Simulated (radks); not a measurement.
Task: The sulfur anion S-, [Ne] 3s2 3p5, held by a Watson sphere: a shell of charge +1 at radius R that stands for the Madelung well of a crystal (potential energy -1/R inside, -1/r outside, in hartree with lengths in bohr). All-electron calculation, non-relativistic Kohn-Sham, LDA (Slater exchange, VWN5 correlation), spin-polarised, spherical densities, point nucleus; open shells are filled with parallel spins first. Program: a radial shooting solver on a logarithmic mesh with Libxc functionals. Response by self-consistent Sternheimer equations with the Hartree and adiabatic LDA kernel. The sphere does not respond.

| R (bohr) | e(3s down) (eV) | e(3p up) (eV) | e(3p down) (eV) | <r> 3p (bohr) | sum of <r^2> (bohr^2) | X-ray form factor at sin(theta)/lambda = 0.2 1/angstrom | alpha (bohr^3) |
|---|---|---|---|---|---|---|---|
| 1.85 | -17.623 | -8.336 | -7.629 | 2.062 | 33.80 | 11.367 | 21.51 |
| 2.59 | -16.393 | -7.436 | -6.768 | 2.175 | 37.08 | 11.191 | 27.61 |
| 3.06 | -15.698 | -6.822 | -6.171 | 2.233 | 38.81 | 11.138 | 32.29 |
| 3.25 | -15.441 | -6.581 | -5.935 | 2.253 | 39.42 | 11.124 | 34.27 |
| 4.37 | -14.165 | -5.334 | -4.703 | 2.341 | 42.13 | 11.095 | 46.24 |

Estimate the row for R = 2.34 bohr.

Result: e(3s down) (eV) -16.794; e(3p up) (eV) -7.760; e(3p down) (eV) -7.081; <r> 3p (bohr) 2.140; sum of <r^2> (bohr^2) 36.03; X-ray form factor at sin(theta)/lambda = 0.2 1/angstrom 11.236; alpha (bohr^3) 25.33.
